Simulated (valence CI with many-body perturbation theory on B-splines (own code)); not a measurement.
# Nd¹¹⁺: E2, M1 decay

Computed by valence CI with perturbative core correlation (CI+MBPT): three valence electrons over a frozen Dirac-Fock core [Kr] 4d10, a basis of 8 s, 8 p, 9 d, 9 f, 6 g, 3 h, 2 i functions for each j, with the one-electron correlation potential Σ1, the two-electron term Σ2, the three-electron term Σ3, Breit, model QED; selected CI, second order for the rest (own B-spline code, finite nucleus).

No measured spectrum was set against this ion. As an estimate, terms of the open shell hold to a few per cent of their energy, and close levels can change places; configurations with another count of f electrons can be misplaced by thousands of cm⁻¹. Core correlation moves these levels by up to 48000 cm⁻¹, and in measured spectra 5 to 20 % of such shifts remained as error; rates that hang on mixing are uncertain with them.

Lines 1 to 25 of 25 in falling wavelength, among levels below 37.774 eV, chosen from the decays that carry over 1 % of a level's rate. Wavelengths and rates use the calculated energies, so an error of 3000 cm⁻¹ moves a line at 15620 Å by 47 % and its rate by three times that or more. Electric multipoles are in the length gauge, E1 and E2 with the static RPA response of the core. Weak lines are less certain than strong ones. Lines between different terms over intervals too small for the method are left out, as are lines whose strength nearly cancels. Where a level lies close to another of its J and parity, the split of strength between their lines is uncertain. Intervals below about 3000 cm⁻¹, as at the head of this list, are uncertain by tens of per cent.

Names give the largest LS component (configuration and term), which can be under half, so a name can repeat, a term be missing and a line seem to break the LS rules; names also repeat where a configuration has a term twice.

| λ vac (Å) | Upper | Lower | Type | A (s⁻¹) | Branch % |
| --- | --- | --- | --- | --- | --- |
| 45660 | 4f²5s ⁴H_11/2 | 4f²5s ⁴H_9/2 | M1 | 4.90e-01 | 100.0 |
| 39710 | 4f²5s ⁴H_13/2 | 4f²5s ⁴H_11/2 | M1 | 4.92e-01 | 100.0 |
| 23790 | 4f5s² ²F°_7/2 | 4f5s² ²F°_5/2 | M1 | 8.61e-01 | 100.0 |
| 23440 | 4f²5s ²H_11/2 | 4f²5s ²H_9/2 | M1 | 8.36e-01 | 43.1 |
| 15620 | 4f²5s ²H_11/2 | 4f²5s ⁴F_9/2 | M1 | 2.14e-01 | 11.0 |
| 9400 | 4f²5s ²H_11/2 | 4f²5s ⁴H_13/2 | M1 | 5.65e-01 | 29.1 |
| 7601 | 4f²5s ²H_11/2 | 4f²5s ⁴H_11/2 | M1 | 4.25e-02 | 2.2 |
| 6516 | 4f²5s ²H_11/2 | 4f²5s ⁴H_9/2 | M1 | 2.81e-01 | 14.5 |
| 5355 | 4f²5s ²I_13/2 | 4f²5s ²H_11/2 | M1 | 2.82e-01 | 8.4 |
| 5338 | 4f²5s ²I_11/2 | 4f²5s ²H_11/2 | M1 | 8.35e-01 | 27.5 |
| 4348 | 4f²5s ²I_11/2 | 4f²5s ²H_9/2 | M1 | 6.58e-01 | 21.6 |
| 3978 | 4f²5s ²I_11/2 | 4f²5s ⁴F_9/2 | M1 | 8.32e-02 | 2.7 |
| 3412 | 4f²5s ²I_13/2 | 4f²5s ⁴H_13/2 | M1 | 1.81e+00 | 53.7 |
| 3142 | 4f²5s ²I_13/2 | 4f²5s ⁴H_11/2 | M1 | 1.27e+00 | 37.7 |
| 3136 | 4f²5s ²I_11/2 | 4f²5s ⁴H_11/2 | M1 | 5.66e-01 | 18.6 |
| 2934 | 4f²5s ²I_11/2 | 4f²5s ⁴H_9/2 | M1 | 8.53e-01 | 28.1 |
| 2707 | 4f5s5p ⁴G_11/2 | 4f5s5p ⁴F_9/2 | M1 | 5.69e+02 | 89.5 |
| 2222 | 4f5s5p ⁴D_1/2 | 4f5s5p ⁴F_3/2 | M1 | 4.16e+02 | 6.5 |
| 2208 | 4f5s5p ⁴D_1/2 | 4f²5s ⁴P_3/2 | M1 | 2.20e+02 | 3.4 |
| 2204 | 5s²5p ²P°_3/2 | 5s²5p ²P°_1/2 | M1 | 8.38e+02 | 73.1 |
| 2204 | 5s²5p ²P°_3/2 | 5s²5p ²P°_1/2 | E2 | 1.57e+01 | 1.4 |
| 1883 | 5s²5p ²P°_1/2 | 4f5s² ²F°_5/2 | E2 | 1.60e+01 | 100.0 |
| 1443 | 4f5s5p ⁴G_11/2 | 4f²5s ⁴H_13/2 | E2 | 3.50e+01 | 5.5 |
| 1061 | 5s²5p ²P°_3/2 | 4f5s² ²F°_7/2 | E2 | 2.43e+02 | 21.2 |
| 1016 | 5s²5p ²P°_3/2 | 4f5s² ²F°_5/2 | E2 | 4.94e+01 | 4.3 |
